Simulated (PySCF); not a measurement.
Vertical excitations of a molecule C4H10Si2 from TDA-PBE/def2-SVPD (PySCF), as energy in eV (oscillator strength): 4.95 (0.033), 5.30 (0.051), 5.38 (0.015), 5.71 (0.002), 5.94 (0.233), 6.22 (0.089). Lowest triplet (TDA): 4.03 eV. Geometry: B3LYP-D3(BJ)/def2-SVP. The values are those of a single conformer.

### Question
Which molecule gave these data?
A. CC1=C[SiH2]C[SiH2]1
B. C=C[SiH2]/C=C/[SiH3]
C. C[C@H]1C=C[SiH2][SiH2]1
D. C1=C[SiH2]CC[SiH2]1

### Answer
B, C=C[SiH2]/C=C/[SiH3]
